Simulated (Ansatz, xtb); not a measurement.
**C6H7NOS: which of two isomers lies lower**

We compare I, `OC1=NC2=CSC[C@@H]2C1`, a singlet, with II, `OC1=C[C@@H]2CSC=C2N1`, a singlet. Both are isolated molecules in the gas phase, relaxed with B3LYP/def2-SVP; the shapes shown needn't be the lowest conformers.

I (Å):

```xyz
16

C    -0.7576   -1.0008   -0.4732
C     0.5344    0.6047    0.1330
C     1.0608    1.6639    0.7697
C     0.6707    2.1357   -1.7528
C     0.6153    0.6543   -1.3905
C    -0.5710   -0.2487   -1.7795
N    -0.1748   -0.5149    0.5677
O    -1.5387   -2.0795   -0.4480
S     1.6272    2.9213   -0.3605
H    -1.5629   -2.3958    0.4715
H     1.1243    1.8237    1.8458
H     1.1833    2.3564   -2.6993
H    -0.3378    2.5833   -1.7727
H     1.5620    0.1668   -1.6956
H    -0.3968   -0.9208   -2.6321
H    -1.4887    0.3306   -1.9943
```

II (Å):

```yaml
atoms:
  - { symbol: C, position_ang: [-0.7688, -0.9272, -1.1842] }
  - { symbol: C, position_ang: [-1.0819, 0.3332, -1.5709] }
  - { symbol: C, position_ang: [-0.2943, 1.2783, -0.6862] }
  - { symbol: C, position_ang: [0.5799, 2.4034, -1.2491] }
  - { symbol: C, position_ang: [1.8397, 0.8654, 0.4078] }
  - { symbol: C, position_ang: [0.6906, 0.3235, -0.0242] }
  - { symbol: N, position_ang: [0.1943, -0.9725, -0.1670] }
  - { symbol: O, position_ang: [-1.2304, -2.1288, -1.5748] }
  - { symbol: S, position_ang: [1.9269, 2.6135, 0.0214] }
  - { symbol: H, position_ang: [-1.8787, -2.0037, -2.2806] }
  - { symbol: H, position_ang: [-1.8959, 0.6061, -2.2410] }
  - { symbol: H, position_ang: [-0.9435, 1.7182, 0.1047] }
  - { symbol: H, position_ang: [0.0541, 3.3612, -1.3684] }
  - { symbol: H, position_ang: [1.0413, 2.1100, -2.2071] }
  - { symbol: H, position_ang: [2.6820, 0.3678, 0.8883] }
  - { symbol: H, position_ang: [0.7884, -1.7900, -0.0786] }
```

Q: Which of the two would you expect CCSD(T)/def2-SVP + ΔMP2/def2-TZVPP electronic energies to favour?

A: Structure I; the calculation gives E(II) − E(I) = +0.715 eV.

How the difference moves with the method:

```csv
level,geometry,E(II) − E(I) (eV),departure from the last row (eV),"job, with rough time for the two"
GFN2-xTB,GFN2-xTB,+0.524,−0.191,"optimisation, 0.51 s"
HF/STO-3G,GFN2-xTB,+0.931,+0.216,"single point, 2.9 s"
r2SCAN-D4/def2-SVP,GFN2-xTB,+0.690,−0.025,"single point, 16 s"
B3LYP/def2-SVP,B3LYP/def2-SVP,+0.664,−0.051,"optimisation, 4.1 min"
HF/def2-SVP,B3LYP/def2-SVP,+0.699,−0.017,part of the CCSD(T) run
MP2/def2-SVP,B3LYP/def2-SVP,+0.718,+0.003,part of the CCSD(T) run
CCSD(T)/def2-SVP,B3LYP/def2-SVP,+0.740,+0.025,single point
CCSD(T)/def2-SVP + ΔMP2/def2-TZVPP,B3LYP/def2-SVP,+0.715,,"single point, 8.6 min"
```

As drawn, II has 1 C=C, 1 C–N, 1 N–H in place of 1 C=N, 1 C–C, 1 C–H.

None of the levels shown reverses the order. The largest departure from CCSD(T)/def2-SVP + ΔMP2/def2-TZVPP is that of HF/STO-3G, 0.216 eV. The last row adds to CCSD(T) the change of the MP2 difference between the two basis sets, here −0.025 eV.

With thermal terms from frequencies at re-optimised GFN2-xTB minima (ideal gas, soft modes damped towards free rotors, one conformer each, 298.15 K, 1 atm): the zero-point term adds −0.027 eV; ΔH is +0.698 and ΔG +0.687 eV.

The correlated steps freeze 13 core orbitals. Codes used: Ansatz 0.2.0, xtb 6.7.1; the last row on 2 threads of Intel(R) Xeon(R) Processor @ 2.50GHz (Skylake/Cascade Lake) on a shared host.
